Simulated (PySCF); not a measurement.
Species: C₂HAlF₂.
Numbering: `[CH:1]#[C:2][Al:3]([F:4])[F:5]` (hydrogens: H6 on C1)

Cartesian coordinates in Å at the CAM-B3LYP/6-31+G* level; atoms count from 1:
```
atom  x, y, z in Å
C1     1.797    0.173    0.549
C2     0.622    0.059    0.272
Al3   -1.196   -0.115   -0.155
F4    -2.094   -1.381    0.416
F5    -1.959    0.991   -1.119
H6     2.834    0.274    0.793
```

Theory: CAM-B3LYP/6-31+G* geometry optimisation, gas phase in PySCF 2.14.0.

Take the most abundant isotopes and a rigid rotor. 

What are A, B and C (cm⁻¹)?

Ia = 75.96, Ib = 191.23, Ic = 267.19 u·Å²; 505379 MHz·u·Å²/I gives 6653, 2643 and 1891 MHz, that is A = 0.22192, B = 0.08815, C = 0.06309 cm⁻¹.

What kind of rotor is it?

An asymmetric top; Ray's κ = -0.684.

Is it planar, by Δ = Ic − Ia − Ib?

Planar: Δ = Ic − Ia − Ib = 0.00 u·Å². For a rigid frame Δ = −2 Σ m c², so it vanishes when all atoms lie in the ab plane; here none is more than 0.01 Å from it.

Where do the levels up to J = 5 lie, in K?

Above 0(0,0), as E/k:
J = 1: 1(0,1) 0.218, 1(1,1) 0.410, 1(1,0) 0.446
J = 2: 2(0,2) 0.648, 2(1,2) 0.809, 2(1,1) 0.917, 2(2,1) 1.495, 2(2,0) 1.499
J = 3: 3(0,3) 1.283, 3(1,3) 1.405, 3(1,2) 1.621, 3(2,2) 2.148, 3(2,1) 2.170, 3(3,1) 3.203, 3(3,0) 3.203
J = 4: 4(0,4) 2.111, 4(1,4) 2.195, 4(1,3) 2.553, 4(2,3) 3.014, 4(2,2) 3.079, 4(3,2) 4.081, 4(3,1) 4.084, 4(4,1) 5.547, 4(4,0) 5.547
J = 5: 5(0,5) 3.124, 5(1,5) 3.177, 5(1,4) 3.707, 5(2,4) 4.092, 5(2,3) 4.232, 5(3,3) 5.182, 5(3,2) 5.192, 5(4,2) 6.646, 5(4,1) 6.646, 5(5,1) 8.531, 5(5,0) 8.531
The levels of one J sum to (2J + 1)J(J + 1)(A + B + C)/3.

Predict some low-J microwave lines.

The dipole components are |μa| = 2.57 D, |μb| = 0.00 D, |μc| = 0.00 D; the symmetry axis of this C2v structure is a, so μb and μc vanish by symmetry and there are no b-type or c-type lines. Some of the stronger lines:

| type | branch | J(Ka,Kc) | MHz | lower level (cm⁻¹) |
| --- | --- | --- | --- | --- |
| a | Q | 3(2,1) ← 3(2,2) | 470 | 1.493 |
| a | Q | 1(1,0) ← 1(1,1) | 751 | 0.285 |
| a | Q | 4(2,2) ← 4(2,3) | 1348 | 2.095 |
| a | Q | 2(1,1) ← 2(1,2) | 2254 | 0.562 |
| a | Q | 5(2,3) ← 5(2,4) | 2921 | 2.844 |
| a | Q | 3(1,2) ← 3(1,3) | 4500 | 0.977 |
| a | R | 1(0,1) ← 0(0,0) | 4534 | 0.000 |
| a | R | 2(1,2) ← 1(1,1) | 8317 | 0.285 |
| a | R | 2(0,2) ← 1(0,1) | 8973 | 0.151 |
| a | R | 2(1,1) ← 1(1,0) | 9820 | 0.310 |
| a | R | 3(1,3) ← 2(1,2) | 12419 | 0.562 |
| a | R | 3(0,3) ← 2(0,2) | 13229 | 0.451 |
| a | R | 3(2,2) ← 2(2,1) | 13603 | 1.039 |
| a | R | 3(2,1) ← 2(2,0) | 13977 | 1.042 |
| a | R | 3(1,2) ← 2(1,1) | 14666 | 0.638 |
| a | R | 4(1,4) ← 3(1,3) | 16463 | 0.977 |
| a | R | 4(2,3) ← 3(2,2) | 18062 | 1.493 |
| a | R | 4(3,2) ← 3(3,1) | 18308 | 2.226 |
| a | R | 4(3,1) ← 3(3,0) | 18354 | 2.226 |
| a | R | 4(2,2) ← 3(2,1) | 18940 | 1.508 |
| a | R | 4(1,3) ← 3(1,2) | 19423 | 1.127 |
| a | R | 5(1,5) ← 4(1,4) | 20446 | 1.526 |
| a | R | 5(0,5) ← 4(0,4) | 21094 | 1.467 |
| a | R | 5(2,4) ← 4(2,3) | 22458 | 2.095 |
| a | R | 5(4,2) ← 4(4,1) | 22884 | 3.856 |
| a | R | 5(3,3) ← 4(3,2) | 22928 | 2.837 |
| a | R | 5(3,2) ← 4(3,1) | 23085 | 2.838 |
| a | R | 5(2,3) ← 4(2,2) | 24031 | 2.140 |

Estimate the classical rotational partition function at 25 K, 200 K and 298.15 K.

Point group C2v, symmetry number σ = 2; q = (√π/σ)·√((kT/h)³/(ABC)), k/h = 20836.6 MHz/K: 1830 at 25 K, 41300 at 200 K, 75200 at 298.15 K.

Whether it is a minimum is left open (no frequencies). No vibrational averaging or centrifugal distortion is included, and the geometry carries the error of its method. Quadrupole hyperfine structure (27Al) is left out.
